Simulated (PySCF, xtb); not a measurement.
Sn(H)(vinyl)(OH)2 (C2H6O2Sn), SMILES C=[CH][SnH]([OH])[OH]. The values are those of a single conformer.

Harmonic wavenumbers (cm⁻¹) from GFN2-xTB run with xtb 6.7.1 at its own minimum, in rising order: 46, 104, 112, 162, 220, 255, 273, 415, 460, 474, 490, 497, 527, 768, 820, 894, 970, 1006, 1185, 1389, 1483, 1665, 3024, 3053, 3097, 3642, 3678.

Problem. What does B3LYP-D3(BJ)/def2-SVP (PySCF) give at its own minimum? (An estimate is asked for; the answer gives what the named calculation found.)

Solution. 40, 114, 143, 170, 193, 269, 276, 479, 506, 572, 595, 610, 613, 837, 845, 986, 993, 1028, 1248, 1415, 1659, 1916, 3107, 3156, 3195, 3825, 3826. Paired by order, the mean absolute difference is 73 cm⁻¹ and the zero-point energies are 43.9 and 46.6 kcal/mol.
